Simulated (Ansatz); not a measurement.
Dissociation curve of SLi (cation, charge +1), lowest singlet found (which spin is the ground state isn't settled by this scan).

Computed with: RMP2 = MP2 on RHF/aug-cc-pVDZ, frozen core run with Ansatz (a first-principles code); RCCSD(T) = Ansatz with CCSD(T) on RHF/aug-cc-pVDZ, frozen core; RKS-CAM-B3LYP = restricted CAM-B3LYP/aug-cc-pVDZ (Ansatz); RKS-PBE = Ansatz with restricted PBE/aug-cc-pVDZ.

Energies are in kJ/mol, each relative to the lowest point of its own curve between 2.02 and 3.13 Å, where full CI is lowest.

```json
[
 {"R / Å": "1.67", "RMP2": "292.3", "RCCSD(T)": "289.9", "RKS-CAM-B3LYP": "264.4", "RKS-PBE": "271.7"},
 {"R / Å": "1.83", "RMP2": "149.2", "RCCSD(T)": "149.0", "RKS-CAM-B3LYP": "130.0", "RKS-PBE": "136.0"},
 {"R / Å": "1.92", "RMP2": "98.8", "RCCSD(T)": "99.0", "RKS-CAM-B3LYP": "83.5", "RKS-PBE": "88.6"},
 {"R / Å": "2.02", "RMP2": "59.9", "RCCSD(T)": "60.3", "RKS-CAM-B3LYP": "48.3", "RKS-PBE": "52.4"},
 {"R / Å": "2.14", "RMP2": "30.0", "RCCSD(T)": "30.4", "RKS-CAM-B3LYP": "22.1", "RKS-PBE": "25.1"},
 {"R / Å": "2.22", "RMP2": "17.3", "RCCSD(T)": "17.7", "RKS-CAM-B3LYP": "11.5", "RKS-PBE": "13.8"},
 {"R / Å": "2.26", "RMP2": "12.6", "RCCSD(T)": "12.9", "RKS-CAM-B3LYP": "7.8", "RKS-PBE": "?"},
 {"R / Å": "2.33", "RMP2": "6.5", "RCCSD(T)": "6.7", "RKS-CAM-B3LYP": "?", "RKS-PBE": "4.6"},
 {"R / Å": "2.40", "RMP2": "2.7", "RCCSD(T)": "2.8", "RKS-CAM-B3LYP": "0.8", "RKS-PBE": "?"},
 {"R / Å": "2.51", "RMP2": "0.0", "RCCSD(T)": "0.0", "RKS-CAM-B3LYP": "0.0", "RKS-PBE": "0.0"},
 {"R / Å": "2.65", "RMP2": "?", "RCCSD(T)": "0.6", "RKS-CAM-B3LYP": "?", "RKS-PBE": "1.8"},
 {"R / Å": "2.78", "RMP2": "4.0", "RCCSD(T)": "3.7", "RKS-CAM-B3LYP": "?", "RKS-PBE": "5.7"},
 {"R / Å": "2.96", "RMP2": "10.6", "RCCSD(T)": "10.0", "RKS-CAM-B3LYP": "14.9", "RKS-PBE": "12.9"},
 {"R / Å": "3.13", "RMP2": "17.5", "RCCSD(T)": "16.8", "RKS-CAM-B3LYP": "22.7", "RKS-PBE": "20.2"},
 {"R / Å": "3.39", "RMP2": "27.7", "RCCSD(T)": "26.7", "RKS-CAM-B3LYP": "33.8", "RKS-PBE": "31.0"},
 {"R / Å": "3.75", "RMP2": "39.5", "RCCSD(T)": "37.9", "RKS-CAM-B3LYP": "46.3", "RKS-PBE": "43.6"},
 {"R / Å": "4.12", "RMP2": "48.2", "RCCSD(T)": "46.1", "RKS-CAM-B3LYP": "55.6", "RKS-PBE": "53.2"},
 {"R / Å": "4.60", "RMP2": "55.7", "RCCSD(T)": "52.9", "RKS-CAM-B3LYP": "63.5", "RKS-PBE": "61.6"},
 {"R / Å": "5.08", "RMP2": "60.3", "RCCSD(T)": "57.0", "RKS-CAM-B3LYP": "68.2", "RKS-PBE": "66.8"},
 {"R / Å": "5.88", "RMP2": "64.4", "RCCSD(T)": "60.6", "RKS-CAM-B3LYP": "72.5", "RKS-PBE": "71.5"},
 {"R / Å": "6.73", "RMP2": "66.7", "RCCSD(T)": "62.5", "RKS-CAM-B3LYP": "74.8", "RKS-PBE": "73.9"},
 {"R / Å": "7.98", "RMP2": "68.4", "RCCSD(T)": "63.8", "RKS-CAM-B3LYP": "76.4", "RKS-PBE": "75.5"}
]
```

Q: Complete the blanks.

A: 
- 2.26, RKS-PBE: 9.7
- 2.33, RKS-CAM-B3LYP: 3.3
- 2.40, RKS-PBE: 1.6
- 2.65, RMP2: 0.8
- 2.65, RKS-CAM-B3LYP: 2.6
- 2.78, RKS-CAM-B3LYP: 7.1

The restricted form behind RMP2, RKS-CAM-B3LYP, RKS-PBE keeps the bonding electrons paired and can't separate into open-shell fragments.
